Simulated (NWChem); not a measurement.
System: TiO2; SMILES [O]=[Ti]=[O]

The following NWChem deck was run.

```
start job
memory heap 200 mb stack 900 mb global 1100 mb
geometry units angstroms noautosym nocenter noautoz
  Ti     0.000000     0.000000     0.396315
  O      1.325582     0.000000    -0.527131
  O     -1.325582     0.000000    -0.527131
end
basis spherical
  * library def2-tzvp
end
dft
  xc b3lyp
  iterations 150
end
property
  shielding 2 1 2
end
task dft property
```

Parts of the log:

```
             Northwest Computational Chemistry Package (NWChem) 7.3.0
             --------------------------------------------------------

                             Geometry "geometry" -> ""
                             -------------------------

 Output coordinates in angstroms (scale by  1.889725989 to convert to a.u.)

  No.       Tag          Charge          X              Y              Z
 ---- ---------------- ---------- -------------- -------------- --------------
    1 Ti                  22.0000     0.00000000     0.00000000     0.39631500
    2 O                    8.0000     1.32558200     0.00000000    -0.52713100
    3 O                    8.0000    -1.32558200     0.00000000    -0.52713100

 Effective nuclear repulsion energy (a.u.)     128.0747602116

                              NWChem Property Module
                              ----------------------

  itol2e modified to match energy
  convergence criterion.

                                 NWChem DFT Module
                                 -----------------

 Summary of "ao basis" -> "ao basis" (spherical)
 ------------------------------------------------------------------------------
       Tag                 Description            Shells   Functions and Types
 ---------------- ------------------------------  ------  ---------------------
 Ti                        def2-tzvp                15       45   6s4p4d1f
 O                         def2-tzvp                11       31   5s3p2d1f

  itol2e modified to match energy
  convergence criterion.

            General Information
            -------------------
          SCF calculation type: DFT
          Wavefunction type:  closed shell.
          No. of atoms     :     3
          No. of electrons :    38
           Alpha electrons :    19
            Beta electrons :    19
          Charge           :     0
          Spin multiplicity:     1
          Use of symmetry is: off; symmetry adaption is: off
          Maximum number of iterations: 150
          AO basis - number of functions:   107
                     number of shells:    37
          Convergence on energy requested:  1.00D-07
          Convergence on density requested:  1.00D-05
          Convergence on gradient requested:  5.00D-04

              XC Information
              --------------
                         B3LYP Method XC Potential
                     Hartree-Fock (Exact) Exchange  0.200
                        Slater Exchange Functional  0.800 local
                    Becke 1988 Exchange Functional  0.720 non-local
              Lee-Yang-Parr Correlation Functional  0.810
                  VWN I RPA Correlation Functional  0.190 local

             Grid Information
             ----------------
          Grid used for XC integration:  fine
          Radial quadrature: Mura-Knowles
          Angular quadrature: Lebedev.
          Tag              B.-S. Rad. Rad. Pts. Rad. Cut. Ang. Pts.
          ---              ---------- --------- --------- ---------
          Ti                  1.40      140           9.0       974
          O                   0.60       70           8.0       590
          Grid pruning is: on
          Number of quadrature shells:   280
          Spatial weights used:  Erf1

      Superposition of Atomic Density Guess
      -------------------------------------

 Sum of atomic energies:        -997.93463782

      Non-variational initial energy
      ------------------------------

 Total energy =    -997.616601
 1-e energy   =   -1623.128364
 2-e energy   =     497.437003
 HOMO         =      -0.470975
 LUMO         =      -0.137085

   convergence    iter        energy       DeltaE   RMS-Dens  Diis-err
 ---------------- ----- ----------------- --------- --------- ---------
 d= 0,ls=0.0,diis     1   -999.2250181435 -1.13D+03  4.18D-02  6.10D+00
 d= 0,ls=0.0,diis     2   -975.9006957585  2.33D+01  2.39D-02  2.20D+02
 d= 0,ls=0.0,diis     3   -993.8685783653 -1.80D+01  1.98D-02  7.34D+01
 d= 0,ls=0.0,diis     4   -997.5549239868 -3.69D+00  2.79D-03  3.71D+01
 d= 0,ls=0.5,diis     5   -997.3329199084  2.22D-01  8.44D-04  3.80D+01
 d= 0,ls=0.5,diis     6   -997.6364925257 -3.04D-01  4.22D-03  3.40D+01
 d= 0,ls=0.5,diis     7   -999.1435497466 -1.51D+00  3.64D-03  1.14D+01
 d= 0,ls=0.5,diis     8   -999.8352658501 -6.92D-01  2.25D-03  2.04D+00
 d= 0,ls=0.5,diis     9  -1000.0007495273 -1.65D-01  1.22D-03  2.10D-01
  Resetting Diis
 d= 0,ls=0.5,diis    10  -1000.0266457617 -2.59D-02  6.48D-04  1.19D-02
 d= 0,ls=0.5,diis    11  -1000.0303865527 -3.74D-03  4.14D-04  2.73D-03
 d= 0,ls=0.5,diis    12  -1000.0316307301 -1.24D-03  3.01D-04  1.64D-03
 d= 0,ls=0.5,diis    13  -1000.0321756146 -5.45D-04  2.13D-04  1.17D-03
 d= 0,ls=0.5,diis    14  -1000.0324944714 -3.19D-04  1.69D-04  5.36D-04
 d= 0,ls=0.5,diis    15  -1000.0326505446 -1.56D-04  1.11D-04  5.48D-04
 d= 0,ls=0.5,diis    16  -1000.0327456305 -9.51D-05  8.30D-05  3.34D-04
 d= 0,ls=0.5,diis    17  -1000.0327987834 -5.32D-05  5.64D-05  1.99D-04
 d= 0,ls=0.5,diis    18  -1000.0328271084 -2.83D-05  3.94D-05  1.10D-04
 d= 0,ls=0.5,diis    19  -1000.0328420401 -1.49D-05  2.81D-05  5.90D-05
 d= 0,ls=0.5,diis    20  -1000.0328498460 -7.81D-06  2.00D-05  3.16D-05
 d= 0,ls=0.5,diis    21  -1000.0328538756 -4.03D-06  1.44D-05  1.69D-05
 d= 0,ls=0.5,diis    22  -1000.0328559924 -2.12D-06  1.04D-05  8.76D-06
 d= 0,ls=0.5,diis    23  -1000.0328570668 -1.07D-06  7.44D-06  4.64D-06
 d= 0,ls=0.5,diis    24  -1000.0328576240 -5.57D-07  5.34D-06  2.40D-06
 d= 0,ls=0.5,diis    25  -1000.0328579091 -2.85D-07  3.79D-06  1.25D-06
 d= 0,ls=0.5,diis    26  -1000.0328580560 -1.47D-07  2.70D-06  6.41D-07
 d= 0,ls=0.5,diis    27  -1000.0328581308 -7.48D-08  1.91D-06  3.31D-07

         Total DFT energy =    -1000.032858168580
      One electron energy =    -1628.017445532294
           Coulomb energy =      559.248159746790
    Exchange-Corr. energy =      -59.338332594648
 Nuclear repulsion energy =      128.074760211572

 Numeric. integr. density =       37.999999719151

                       DFT Final Molecular Orbital Analysis
                       ------------------------------------

 Vector   17  Occ=2.000000D+00  E=-3.062188D-01
              MO Center= -1.7D-05,  4.6D-09, -4.0D-01, r^2= 2.2D+00
   Bfn.  Coefficient  Atom+Function         Bfn.  Coefficient  Atom+Function
  ----- ------------  ---------------      ----- ------------  ---------------
    52      0.293758  2 O  py                83      0.293762  3 O  py
    55      0.247127  2 O  py                86      0.247131  3 O  py
    20     -0.181533  1 Ti d -1              58      0.177844  2 O  py
    89      0.177846  3 O  py                25     -0.143278  1 Ti d -1
    11     -0.134805  1 Ti py                17      0.099900  1 Ti py

 Vector   18  Occ=2.000000D+00  E=-2.924542D-01
              MO Center= -7.5D-06, -1.6D-09, -3.8D-01, r^2= 2.4D+00
   Bfn.  Coefficient  Atom+Function         Bfn.  Coefficient  Atom+Function
  ----- ------------  ---------------      ----- ------------  ---------------
    51      0.304423  2 O  px                82     -0.304424  3 O  px
    54      0.252230  2 O  px                85     -0.252232  3 O  px
    23     -0.174384  1 Ti d  2              57      0.173048  2 O  px
    88     -0.173049  3 O  px                 3      0.150317  1 Ti s
    12     -0.149609  1 Ti pz                21     -0.130266  1 Ti d  0

[...]

          -----------------------------------------
          Chemical Shielding Tensors (GIAO, in ppm)
          -----------------------------------------

                                NWChem CPHF Module
                                ------------------

  scftype          =     RHF
  nclosed          =       19
  nopen            =        0
  variables        =     1672
  # of vectors     =        3
  tolerance        = 0.10D-03
  level shift      = 0.00D+00
  max iterations   =       50
  max subspace     =       30

 SCF residual:    5.9534211177484199E-004

Iterative solution of linear equations
  No. of variables     1672
  No. of equations        3
  Maximum subspace       30
        Iterations       50
       Convergence  1.0D-04

   iter   nsub   residual    time
   ----  ------  --------  ---------
     1      3    1.43D+00     108.9
     2      6    1.14D-01     115.7
     3      9    6.83D-03     123.4
     4     12    7.40D-04     130.8
     5     15    7.50D-05     137.7

      Atom:    1  Ti
        Diamagnetic
   1616.3975     -0.0000     -0.0000
     -0.0000   1599.1384      0.0000
     -0.0000      0.0000   1608.9502

        Paramagnetic
  -1371.0422     -0.0000     -0.0019
     -0.0000  -1957.4226     -0.0000
     -0.0019     -0.0000  -2298.4138

        Total Shielding Tensor
    245.3553     -0.0000     -0.0019
     -0.0000   -358.2842     -0.0000
     -0.0019     -0.0000   -689.4636

           isotropic =    -267.4642
          anisotropy =    -632.9992

          Principal Components and Axis System
                 1           2           3
             -689.4636   -358.2842    245.3553

      1         0.0000      0.0000      1.0000
      2         0.0000      1.0000     -0.0000
      3         1.0000     -0.0000     -0.0000

      Atom:    2  O
        Diamagnetic
    408.7999     -0.0000    -11.9841
     -0.0000    393.2449      0.0000
    -11.9841      0.0000    401.5681

        Paramagnetic
   -867.7132     -0.0000   -977.7329
     -0.0000  -1242.0752     -0.0000
   -977.7329     -0.0000  -1852.4291

        Total Shielding Tensor
   -458.9133     -0.0000   -989.7171
     -0.0000   -848.8303     -0.0000
   -989.7171     -0.0000  -1450.8610

           isotropic =    -919.5348
          anisotropy =   -1713.5832

          Principal Components and Axis System
                 1           2           3
            -2061.9237   -848.8303    152.1494

      1         0.5253     -0.0000      0.8509
      2         0.0000      1.0000     -0.0000
      3         0.8509     -0.0000     -0.5253
```

Level: B3LYP/def2-TZVP, GIAO. The geometry was optimised at PBE0/def2-SVP. B3LYP is NWChem's, with the RPA form of VWN correlation. The printed shielding anisotropy is the first printed principal value minus the mean of the other two.
